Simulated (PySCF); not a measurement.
Excitations are Tamm–Dancoff values on a coarser integration grid. The basis has no diffuse functions, so Rydberg states are missing or too high.

Species: C2H4Si, SMILES `C1=[SiH]C1` (charge 0, multiplicity 1).

Problem. Estimate the S1–T1 gap (TDA), S1 oscillator strength and dipole moment that ωB97X-D3(BJ)/def2-TZVP run with PySCF returns for this input.

Solution. 
```
Quantity                   Result
----------------------  ---------
S1–T1 gap (TDA)           2.02 eV
S1 oscillator strength      0.088
dipole moment           0.311 e·Å
```
